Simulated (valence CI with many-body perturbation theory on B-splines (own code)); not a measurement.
Level structure of Hf⁵⁸⁺

Calculated by relativistic CI+MBPT: four valence electrons over a frozen Dirac-Fock core [Ne], radial functions for each j: 11 s, 11 p, 10 d, 8 f, 5 g, 2 h, with the one-electron correlation potential Σ1, the two-electron term Σ2, the three-electron term Σ3, Breit, model QED; selected CI, second order for the rest, scaled by the run's own slope (own B-spline code, finite nucleus).

The last digits are not significant, and no measured levels were compared; by estimate large intervals hold to a few tenths of a per cent, small ones and those within an open d or f shell to about a per cent. Among the levels kept, up to 560 cm⁻¹ of a level comes from second order outside the variational space, and about a tenth of that is noise between levels of different J, which matters for small intervals.

Levels 46 to 90 of 167, with energies above the lowest level, (3s^2 3p1/2^2) J=0. "Leading %" is the weight of the configuration and term that name the level; weights of strongly mixed levels are sums over their largest components and can fall short. In the jj column 3d3/2^4 stands for four electrons in 3d with j = 3/2.

```
No.  Configuration  Term  J  E (Ry)  Leading %                   Leading jj    Second component
 46      3s 3p2 3d    3P  0  77.006         57  3s 3p1/2 3p3/2 3d3/2 (59 %)     17 % 3s2 3d2 3P
 47      3s 3p2 3d    3P  2  77.695         34  3s 3p1/2 3p3/2 3d5/2 (95 %)   17 % 3s 3p2 3d 5D
 48      3s 3p2 3d    3G  5  77.798         58  3s 3p1/2 3p3/2 3d5/2 (99 %)   41 % 3s 3p2 3d 5F
 49      3s 3p2 3d    3F  3  78.408         44  3s 3p1/2 3p3/2 3d5/2 (94 %)   19 % 3s 3p2 3d 5P
 50      3s 3p2 3d    3D  3  79.146         62  3s 3p1/2 3p3/2 3d5/2 (95 %)   11 % 3s 3p2 3d 3F
 51      3s 3p2 3d    3P  1  79.178         42  3s 3p1/2 3p3/2 3d5/2 (87 %)   26 % 3s 3p2 3d 3D
 52      3s 3p2 3d    3F  4  79.370         40  3s 3p1/2 3p3/2 3d5/2 (91 %)   36 % 3s 3p2 3d 1G
 53      3s 3p2 3d    1D  2  79.449         21  3s 3p1/2 3p3/2 3d5/2 (78 %)   14 % 3s 3p2 3d 3P
 54      3s 3p2 3d    3D  3  80.208         37  3s 3p1/2 3p3/2 3d5/2 (91 %)   23 % 3s 3p2 3d 3F
 55        3s2 3d2    3F  2  80.401         47          3s^2 3d3/2^2 (57 %)   14 % 3s 3p2 3d 1D
 56      3s 3p2 3d    3F  4  80.410         46  3s 3p1/2 3p3/2 3d5/2 (90 %)   33 % 3s 3p2 3d 3G
 57      3s 3p2 3d    3D  1  80.598         40  3s 3p1/2 3p3/2 3d5/2 (92 %)   25 % 3s 3p2 3d 1P
 58      3s 3p2 3d    3P  1  81.458         30  3s 3p1/2 3p3/2 3d5/2 (90 %)   28 % 3s 3p2 3d 3S
 59         3s 3p3   3P°  2  81.515         50            3s 3p3/2^3 (97 %)     16 % 3s 3p3 3D°
 60      3s 3p2 3d    1F  3  81.566         38  3s 3p1/2 3p3/2 3d5/2 (87 %)   31 % 3s 3p2 3d 3F
 61      3s 3p2 3d    3P  0  81.605         46  3s 3p1/2 3p3/2 3d5/2 (68 %)   20 % 3s 3p2 3d 1S
 62      3s 3p2 3d    3D  2  81.653         21  3s 3p1/2 3p3/2 3d5/2 (81 %)   17 % 3s 3p2 3d 1D
 63        3s2 3d2    3P  0  82.149         44          3s^2 3d3/2^2 (51 %)   22 % 3s 3p2 3d 1S
 64      3s 3p2 3d    3D  2  82.191         32  3s 3p1/2 3p3/2 3d5/2 (93 %)   32 % 3s 3p2 3d 3P
 65         3s 3p3   1P°  1  83.905         37            3s 3p3/2^3 (97 %)     24 % 3s 3p3 3S°
 66        3s2 3d2    3F  3  84.761         80      3s^2 3d3/2 3d5/2 (80 %)    6 % 3s 3p2 3d 3F
 67        3s2 3d2    1G  4  85.503         59      3s^2 3d3/2 3d5/2 (86 %)     28 % 3s2 3d2 3F
 68        3s2 3d2    3P  2  85.552         41      3s^2 3d3/2 3d5/2 (80 %)     23 % 3s2 3d2 1D
 69         3p3 3d   3D°  2  85.811         17   3p1/2^2 3p3/2 3d3/2 (72 %)     16 % 3p3 3d 3F°
 70        3s2 3d2    3P  1  85.836         82      3s^2 3d3/2 3d5/2 (82 %)    4 % 3s 3p2 3d 3P
 71         3p3 3d   3P°  0  86.677         52   3p1/2^2 3p3/2 3d3/2 (83 %)     21 % 3p3 3d 5D°
 72         3p3 3d   3F°  3  87.032         25   3p1/2^2 3p3/2 3d3/2 (86 %)     19 % 3p3 3d 3G°
 73         3p3 3d   3D°  1  87.077         31   3p1/2^2 3p3/2 3d3/2 (90 %)     25 % 3p3 3d 3P°
 74      3s 3p 3d2   5G°  2  87.682         53      3s 3p1/2 3d3/2^2 (80 %)  26 % 3s 3p 3d2 3F°
 75      3s 3p 3d2   5G°  3  88.809         29      3s 3p1/2 3d3/2^2 (88 %)  19 % 3s 3p 3d2 3F°
 76        3s2 3d2    3F  4  89.720         63          3s^2 3d5/2^2 (92 %)     30 % 3s2 3d2 1G
 77        3s2 3d2    1D  2  90.426         45          3s^2 3d5/2^2 (94 %)     44 % 3s2 3d2 3P
 78      3s 3p 3d2   5D°  0  90.721         53      3s 3p1/2 3d3/2^2 (81 %)  33 % 3s 3p 3d2 3P°
 79      3s 3p 3d2   5F°  1  90.987         42      3s 3p1/2 3d3/2^2 (93 %)  40 % 3s 3p 3d2 3D°
 80      3s 3p 3d2   3P°  1  91.426         30      3s 3p1/2 3d3/2^2 (91 %)  29 % 3s 3p 3d2 5D°
 81      3s 3p 3d2   3D°  2  91.488         27      3s 3p1/2 3d3/2^2 (84 %)  24 % 3s 3p 3d2 5F°
 82         3p3 3d   3F°  4  91.959         43   3p1/2^2 3p3/2 3d5/2 (88 %)     22 % 3p3 3d 5D°
 83        3s2 3d2    1S  0  92.315         66          3s^2 3d5/2^2 (91 %)     26 % 3s2 3d2 3P
 84         3p3 3d   3D°  2  92.406         24   3p1/2^2 3p3/2 3d5/2 (78 %)     18 % 3p3 3d 3P°
 85      3s 3p 3d2   5G°  3  92.904         15  3s 3p1/2 3d3/2 3d5/2 (62 %)  12 % 3s 3p 3d2 5F°
 86      3s 3p 3d2   5D°  1  93.743         26  3s 3p1/2 3d3/2 3d5/2 (78 %)  26 % 3s 3p 3d2 5P°
 87      3s 3p 3d2   5G°  4  93.818         44  3s 3p1/2 3d3/2 3d5/2 (95 %)  17 % 3s 3p 3d2 3G°
 88      3s 3p 3d2   5G°  3  93.919         15   3p1/2^2 3p3/2 3d5/2 (47 %)     14 % 3p3 3d 3D°
 89      3s 3p 3d2   5D°  2  93.931         28  3s 3p1/2 3d3/2 3d5/2 (84 %)  11 % 3s 3p 3d2 5P°
 90            3p4    1D  2  94.550         43         3p1/2 3p3/2^3 (62 %)         19 % 3p4 3P
```
